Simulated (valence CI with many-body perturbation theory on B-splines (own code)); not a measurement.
Cs XVII in three bases

Computed by relativistic CI+MBPT: three valence electrons over a frozen Dirac-Fock core [Kr], a basis of 7 s, 7 p, 8 d, 6 f, 4 g, 1 h functions for each j, with the one-electron correlation potential Σ1, the two-electron term Σ2, the three-electron term Σ3, Breit, model QED; selected CI, second order for the rest, scaled by the run's own slope (own B-spline code, finite nucleus).

No measured spectrum was set against this ion. As an estimate, terms of the open shell hold to 2 to 4 % of their energy, and close levels can change places. Only levels of the ground parity were solved; by the run's estimate the other parity begins above the list, which can be wrong where configurations are misplaced.

The reference run has the lowest level 4d³ ⁴F_3/2 and an ionisation energy of 414.136 eV. Its largest variational space holds 5610 state functions.

Names give the largest LS component (configuration and term), which can be under half, so a name can repeat, a term be missing and a line seem to break the LS rules; names also repeat where a configuration has a term twice. Letters in brackets count levels of one name in rising energy.

Changed runs:
A. basis 6 s, 6 p, 5 d, 5 f, 1 g
B. basis 5 s, 5 p, 4 d, 4 f

Excitation energies of the reference run in cm⁻¹, and shifts in cm⁻¹:

```csv
Level,Reference,A,B
4d³ ⁴F_5/2,13498,-48,-132
4d³ ⁴F_7/2,24054,-28,-37
4d³ ⁴F_9/2,30671,+41,+230
4d³ ⁴P_3/2,31125,+84,+523
4d³ ⁴P_1/2,35842,+36,+426
4d³ ²G_7/2,48419,+143,+588
4d³ ²H_9/2,50248,+72,+501
4d³ ⁴P_5/2,52005,+0.4,+269
4d³ ²D_3/2 [a],59505,+131,+542
4d³ ²P_1/2,63301,+164,+895
4d³ ²H_11/2,66996,+141,+880
4d³ ²D_5/2 [a],73067,+223,+814
Ionisation energy (eV),414.136,-0.028,-0.061
```
